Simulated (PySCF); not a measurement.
## Which determinant of BeO⁺ lies lowest?

Unrestricted PBE0; PySCF, no relativity, basis sets Be cc-pVDZ, O cc-pVDZ. Outer shells of the fragments: Be+ 2s1; O 2s2 2p4.

Followed along the bond (rough minima from three points):

```json
{"2Ms+1": "2", "unpaired": "π ↑", "⟨S²⟩ at the start": "0.76", "R at minimum (Å)": "1.45", "Te (eV)": "0.00"}
{"2Ms+1": "4", "unpaired": "σ ↑, π ↑↑", "⟨S²⟩ at the start": "3.75", "R at minimum (Å)": "none in the scan", "Te (eV)": "≤ 2.55"}
```

Solutions found at the starting distance of 1.660 Å, counted from the lowest of them; the search is not exhaustive and high or unbound solutions are not listed, so other states can lie among these:

| 2Ms+1 | unpaired | term | E (eV) | ⟨S²⟩ | ⟨Lz²⟩ | μ (D) |
| --- | --- | --- | --- | --- | --- | --- |
| 2 | π ↑ | ²Π | 0.00 | 0.76 | 1.01 | -8.33 |
| 2 | σ ↑ | ²Σ⁺ | 1.83 | 0.75 | 0.00 | -8.25 |
| 4 | σ ↑, π ↑↑ | ⁴Σ⁻ | 2.22 | 3.75 | 0.00 | -1.66 |
| 2 | σ ↓, π ↑↑ | mixed | 2.31 | 1.75 | 0.00 | -1.54 |
| 2 | σ ↑, π ↑↓ | mixed | 3.06 | 1.75 | 2.00 | -1.60 |
| 4 | σ ↑↑, π ↑ | ⁴Π | 3.64 | 3.75 | 1.00 | -1.56 |
| 4 | π ↑↑↑ | ⁴Π | 5.07 | 3.75 | 1.00 | -3.52 |

A term symbol is given only where ⟨S²⟩ and ⟨Lz²⟩ are close to those of a pure state; real π, δ and φ orbitals otherwise mix terms. A positive dipole points towards O; it is taken about the centre of mass and depends on that origin.

Counting both spins, an empty level lies below a filled one in some of these solutions, because spin and occupation are held.
